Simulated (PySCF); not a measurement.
# From computed data to an observable: dipole moment from atomic charges

B(SeH)3 (BH3Se3), SMILES [SeH]B([SeH])[SeH]. Atoms are numbered in the order given.

```xyz
7

B     -0.0360     0.0064     0.0000
Se     1.9172    -0.1202     0.0000
H      2.1616     1.3356     0.0000
Se    -0.8554     1.7737     0.0000
H     -2.2625     1.3283     0.0000
Se    -0.9846    -1.6996     0.0000
H     -2.3439    -1.1288     0.0000
```

Coordinates come from a B3LYP-D3(BJ)/def2-SVP optimisation. One conformer was computed; it need not be the lowest.

Charges (e) from PBE/def2-TZVP in PySCF:

```json
[
 {"atom": "B1", "IAO": "-0.335", "ESP fit": "-0.243"},
 {"atom": "Se2", "IAO": "0.046", "ESP fit": "-0.042"},
 {"atom": "H3", "IAO": "0.065", "ESP fit": "0.171"},
 {"atom": "Se4", "IAO": "0.051", "ESP fit": "-0.134"},
 {"atom": "H5", "IAO": "0.059", "ESP fit": "0.162"},
 {"atom": "Se6", "IAO": "0.052", "ESP fit": "-0.032"},
 {"atom": "H7", "IAO": "0.062", "ESP fit": "0.119"}
]
```

The dipole moment of the full density is 1.08 D.

**Question.** What dipole moment does each set of point charges give, and which comes closer to that of the density?

**Answer.** 
μ = Σ q r, and 1 e Å = 4.8032 D.
IAO: Σ q r = (-0.133, 0.090, 0.000) e Å, |μ| = 0.77 D.
ESP fit: Σ q r = (-0.201, 0.129, 0.000) e Å, |μ| = 1.15 D.
ESP fit comes closer in size. Point charges leave out the atoms' own dipoles (lone pairs, polarised bonds); fits to the potential absorb them, partitions of the density don't.
